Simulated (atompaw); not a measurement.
**u(r) = r·R(r): atom against pseudo-atom (Eu (Z = 63))**

Columns: radius, all-electron u(r) and pseudo u(r) of the 6p shell (level -1.36 eV) of europium in the configuration [Kr] 4d10 4f7 5s2 5p6 5d0 6s1.75 6p0.25; PBE, scalar-relativistic, PAW (atompaw) scheme, atompaw 4.2.0.5.

```json
{"r (bohr)": "0.115", "all-electron": "-0.0257", "pseudo": "-0.0014"}
{"r (bohr)": "0.231", "all-electron": "-0.0471", "pseudo": "-0.0055"}
{"r (bohr)": "0.346", "all-electron": "0.0566", "pseudo": "-0.0120"}
{"r (bohr)": "0.462", "all-electron": "0.1029", "pseudo": "-0.0205"}
{"r (bohr)": "0.577", "all-electron": "0.0739", "pseudo": "-0.0302"}
{"r (bohr)": "0.692", "all-electron": "0.0087", "pseudo": "-0.0405"}
{"r (bohr)": "0.808", "all-electron": "-0.0613", "pseudo": "-0.0507"}
{"r (bohr)": "0.923", "all-electron": "-0.1180", "pseudo": "-0.0597"}
{"r (bohr)": "1.038", "all-electron": "-0.1563", "pseudo": "-0.0669"}
{"r (bohr)": "1.154", "all-electron": "-0.1763", "pseudo": "-0.0713"}
{"r (bohr)": "1.269", "all-electron": "-0.1797", "pseudo": "-0.0723"}
{"r (bohr)": "1.385", "all-electron": "-0.1698", "pseudo": "-0.0694"}
{"r (bohr)": "1.500", "all-electron": "-0.1499", "pseudo": "-0.0622"}
{"r (bohr)": "1.615", "all-electron": "-0.1228", "pseudo": "-0.0505"}
{"r (bohr)": "1.731", "all-electron": "-0.0905", "pseudo": "-0.0343"}
{"r (bohr)": "1.846", "all-electron": "-0.0554", "pseudo": "-0.0141"}
{"r (bohr)": "1.962", "all-electron": "-0.0184", "pseudo": "0.0100"}
{"r (bohr)": "2.077", "all-electron": "0.0188", "pseudo": "0.0370"}
{"r (bohr)": "2.192", "all-electron": "0.0555", "pseudo": "0.0664"}
{"r (bohr)": "2.308", "all-electron": "0.0917", "pseudo": "0.0974"}
{"r (bohr)": "2.423", "all-electron": "0.1262", "pseudo": "0.1288"}
{"r (bohr)": "2.538", "all-electron": "0.1590", "pseudo": "0.1600"}
{"r (bohr)": "2.654", "all-electron": "0.1904", "pseudo": "0.1907"}
{"r (bohr)": "2.769", "all-electron": "0.2196", "pseudo": "0.2196"}
{"r (bohr)": "2.885", "all-electron": "0.2471", "pseudo": "0.2471"}
{"r (bohr)": "3.000", "all-electron": "0.2725", "pseudo": "0.2725"}
```

**Question.** How many radial nodes do the two functions have?

**Answer.** The all-electron 6p function has n − l − 1 = 4 (the table is too coarse to show those close to the nucleus); the pseudo-wave has 1, since 1 lower shell of the same l stays in the valence.

**Question.** Is the pseudo-wave norm-conserving?

**Answer.** No, it belongs to a PAW set: the norm inside the radius is not constrained, and the difference is carried by the augmentation charge.
